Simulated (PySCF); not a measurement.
Si(H)2(Me)2 cation (C2H8Si), SMILES C[SiH2]C (connectivity only; charge and spin as stated), charge +1, multiplicity 2.

Geometry optimised at PBE-D3(BJ)/def2-SVP. The spin state was assumed, not searched. The isomer is the one that the SMILES or the coordinates give; other isomers of the formula were not compared.

All values below come from PBE0/def2-TZVPD run with PySCF.

The molecule is in vacuum.

Computed frontier levels, dipole moment and polarisability:
| Quantity | Value |
|---|---|
| α spin, highest occupied and lowest empty level | -14.43 and -5.36 eV |
| β spin, highest occupied and lowest empty level | -14.90 and -11.02 eV |
| dipole moment about the centre of nuclear charge | 0.54 D |
| mean static polarisability | 57.1 bohr³ (8.46 Å³) |
| polarisability, principal values | 43.1, 48.6, 79.5 bohr³ |
| ⟨S²⟩ | 0.758 (pure state 0.75) |
